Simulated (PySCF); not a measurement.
## Working out the excitation energy of He

He 1s2 (1S) → He 1s1 2p1 (3P). All numbers are calculated (PySCF 2.14, the non-relativistic Hamiltonian (point nucleus), in aug-cc-pVTZ with one added diffuse shell each of s, p, d type (5s4p3d, 32 functions)). Frozen: nothing. Energies in hartree (1 hartree = 27.21139 eV):

```json
{"part": "UHF", "He (lower)": "-2.861184", "He (upper)": "-2.126685"}
{"part": "MP2 opposite-spin", "He (lower)": "-0.033634", "He (upper)": "0.000000"}
{"part": "MP2 same-spin", "He (lower)": "0.000000", "He (upper)": "-0.001379"}
```

Task: What does Hartree-Fock give?

Result: (-2.126685) − (-2.861184) = 0.734499 hartree = 19.987 eV.

Task: What do MP2 and SCS-MP2 (6/5 opposite-spin, 1/3 same-spin) give?

Result: The opposite-spin parts differ by 0.915 eV and the same-spin parts by -0.038 eV. MP2: 19.987 + (0.915) + (-0.038) = 20.864 eV. SCS-MP2: 19.987 + 1.2 × (0.915) + (-0.038)/3 = 21.072 eV.

Measured between the centres of the two terms (NIST): 20.964 eV, so MP2 (valence) is off by -0.100 eV.

What remains against the reference includes basis incompleteness and correlation beyond second order.
